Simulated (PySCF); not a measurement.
**Ir₂F⁺: fields on a plane**

These are results of PBE0 in PySCF with F def2-TZVP, Ir def2-TZVP with ECP60; scalar-relativistic core potentials, no spin–orbit coupling; density-fitted integrals, not measurements.

The singlet minimum has F–Ir 1.972 Å (×2), Ir–Ir 2.587 Å; F–Ir–Ir 49.0° (×2), Ir–F–Ir 82.0°.

The plane holds F1 at (0.00, 0.00), Ir2 at (1.97, 0.00), Ir3 at (0.27, 1.95) Å. Columns run from x = -1.95 to 4.35 Å, rows from y = 4.35 (top) to -1.95 Å, in steps of 0.3 Å. Other isomers or separated fragments may lie lower. Core electrons replaced by a potential are absent, the electrostatic potential uses the reduced nuclear charge, and values within about 0.7 Å of such atoms have no physical meaning.

Problem. Give the electrostatic potential (V) (cut at 20 V). Lower edges of the bins (V): '_' 2.79, '.' 2.89, ':' 3.05, '-' 3.31, '=' 3.71, '+' 4.35, '*' 5.37, '#' 6.98, '%' 9.54, '@' 13.58; top 20.0, each point printed twice.

Solution. 
```
======++++++**********++++++====------::::..
==++++++****************++++++====------::::
==++++****############****++++======------::
++++****####%%%%%%%%####****++++======------
++****####%%@@@@@@@@%%##****++++========----
++****##%%@@@@@@@@@@@@%%##**++++++========--
++**##%%@@@@@@@@@@@@@@%%##**++++++++========
++**##%%@@@@@@@@@@@@@@@@##**++++++++++======
++**##%%@@@@@@@@@@@@@@@@##**++++++++++++++==
++****##@@@@@@@@@@@@@@@@##**********++++++++
++++**##%%@@@@@@@@@@@@%%%%########******++++
==++****%%@@@@@@@@@@@@@@@@@@@@%%%%####****++
==++++**##%%@@@@@@@@@@@@@@@@@@@@@@%%####****
====++**##@@@@@@@@@@@@@@@@@@@@@@@@@@%%##****
--====**%%@@@@@@@@@@@@@@@@@@@@@@@@@@%%##****
----==++%%@@@@@@@@@@@@@@@@@@@@@@@@@@%%##****
------==**@@@@@@@@@@@@@@@@@@@@@@@@@@%%##****
::----==++**%%%%##%%@@@@@@@@@@@@@@%%####**++
::::::--==++++****####%%@@@@@@@@%%####****++
..::::----====++++****####%%%%%%####****++++
__..::::----====++++******######******++++++
__....::::----====++++++************++++++==
```

Problem. Give the highest occupied orbital (Å^-3/2) at -11.63 eV (cut at ±0.3; overall sign arbitrary). Lower edges of the bins (Å^-3/2): '0' -0.300, '1' -0.240, '2' -0.180, '3' -0.120, '4' -0.060, '5' 0.000, '6' 0.060, '7' 0.120, '8' 0.180, '9' 0.240; top 0.30.

Solution. 
```
4444444444444455555555
4444444444444455555555
4444444444444455555554
4444444444444445555544
4444433334444445555444
4444321113444445554444
4443200001344444544444
4443200000234444544444
4444200440034455554444
4444310000034555555554
4444431000245555555555
5554443212456665555555
5555554434589986555555
5555555545799998655555
5555567545899589865555
5555554245799599865555
5555544345689999865555
5555444444568999765555
5554444444556777655555
5544444444555666555555
5444444444555555555555
4444444444555555555555
```

Stability towards spin polarisation was not tested. The small gap makes a closed-shell description doubtful. Spin–orbit coupling, left out here, can matter for elements this heavy.
